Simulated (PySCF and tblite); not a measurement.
The numbers below are computed, except where a source is named.
2 regioisomers of C₇H₁₂O:

| isomer | SMILES |
| --- | --- |
| A | [CH3:1][C@:2]12[CH2:3][CH2:4][C@H:5]([CH2:6][CH2:7]1)[O:8]2 |
| B | [CH3:1][C@@H:2]1[CH2:3][C@H:4]2[CH2:5][CH2:6][C@@H:7]1[O:8]2 |

Each isomer is a Boltzmann average at 298.15 K over at most 6 conformers: GFN2-xTB geometries, energies PBE0/pcSseg-1 (D3(BJ) added where defined), GFN2-xTB thermal terms. Programs: PySCF with density fitting and tblite.

**Question.** Rank the isomers by free energy at 298.15 K.

**Answer.** 
| isomer | ΔG (kcal/mol) | ΔE, lowest conformer | conformers | largest weight % | rms dipole (D) |
| --- | --- | --- | --- | --- | --- |
| A | 0.0 | 0.0 | 1 | 100 | 1.47 |
| B | 3.8 | 3.4 | 1 | 100 | 1.57 |

ΔG is for one enantiomer.
